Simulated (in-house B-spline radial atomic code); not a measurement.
Results of a calculation; reference values are marked as such.
Two electrons in Ge: a Gaussian well −V exp(−r²/w²) with V = 246 meV and w = 6.19 nm

For Ge the NSM archive of the Ioffe Institute lists m_l = 1.6 m0, m_t = 0.08 m0 and ε = 16.2; the model takes one isotropic valley with the conductivity mass 3/(1/m_l + 2/m_t) = 0.117 m0, and so misses anisotropy and the other valleys. All triplets below are those of one valley; with several valleys two electrons can form a triplet in the 1s orbital itself, at an energy set by the valley splitting.

Effective-mass model with parabolic bands, a uniform dielectric constant, no image charges, no central-cell or spin-orbit terms. Two-electron levels come from full CI in B-splines with partial waves to l = 5 (up to 0.001 effective hartree above the limit).

(1) What are the effective units, and what is the potential in them?

In these units the lowest s and p orbitals lie at -10.3601 and -4.8036, and their Coulomb and exchange integrals are J_ss = 1.9164, J_sp = 1.4931 and K_sp = 0.2773. Full CI gives -18.8835 for the ground singlet, -13.9695 for the sp triplet, -13.4788 for the sp singlet and -10.8758 for the lowest triplet of two s orbitals.

(2) What does it cost to add the second electron, to first order and exactly?

(3) How far above the singlet do the triplets lie?

## Answers

(1) Ha* = 27211.386 meV × 0.117/16.2² = 12.13 meV and a* = 0.0529177 nm × 16.2/0.117 = 7.327 nm. V = 20.3 Ha* and w = 0.845 a*.

(2) To first order E = 2ε_s + J_ss = -18.8038, so the charging energy E(2) − 2E(1) is J_ss = 23.25 meV. CI gives -18.8835 − 2 × (-10.3601) = 1.8367, or 22.28 meV: relaxation and correlation lower it by 0.9678 meV, 4.2 % of J_ss. The s² configuration of one-electron orbitals holds 99.4 % of the state, and the mean radius is 3.59 nm. The second electron is bound by ε_s − E = 103.4 meV, against 125.7 meV for the first.

(3) To first order the sp triplet lies at ε_s + ε_p + J_sp − K_sp = -13.9479, which is 58.91 meV above 2ε_s + J_ss. CI gives -13.9695 − (-18.8835) = 4.9140, or 59.61 meV, 88 % of the orbital spacing of 67.41 meV. The ss triplet lies 97.14 meV up, so the lower of the two is the sp one, and its gap equals k_BT at 692 K. The sp singlet-triplet splitting is 5.953 meV, against 2K_sp = 6.729 meV.
